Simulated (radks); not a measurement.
Species: Dy19+. Configuration: [Kr] 4d10 4f1 (the NIST ground configuration). All-electron calculation, Dirac Kohn-Sham, LDA (Slater exchange, Perdew-Wang correlation), spin-unpolarised, spherical densities, finite nucleus; open shells fill j = l - 1/2 first; Fermi nuclear charge, rms radius 5.2218 fm. Program: a radial shooting solver on a logarithmic mesh with Libxc functionals.

Normalised radial functions P(r) = r R(r) (large component), r in bohr:

```
   r/bohr * 4d5/2, o 4f5/2 (the largest magnitude, 1.5, reaches the edge; | marks zero, & curves that meet)
 0.002048                             &
 0.002624                             &
 0.003362                             &
 0.004343                             &
 0.005566                             &
 0.007132                             &
  0.00914                             &
  0.01171                             &
  0.01501                             &
  0.01923                             o*
  0.02465                             o*
  0.03158                             o *
  0.04047                             o  *
  0.05186                             o    *
  0.06646                             |o      *
  0.08585                             | o         *
     0.11                             |  o           *
    0.141                             |    o          *
   0.1807                             |        o   *
   0.2315                             |    *        o
   0.2967                     *       |                   o
   0.3802         *                   |                       o
   0.4872  *                          |                        o
   0.6243    *                        |                     o
      0.8             *               |               o
    1.025                     *       |        o
    1.314                           * |  o
    1.684                             *o
```

4d5/2: eigenvalue -605.28 eV, 1 radial node at r = 0.255 bohr, <r> = 0.559 bohr, 90 % of the charge inside 0.824 bohr. 4f5/2: eigenvalue -450.79 eV, 0 radial nodes, <r> = 0.564 bohr, 90 % of the charge inside 0.865 bohr.
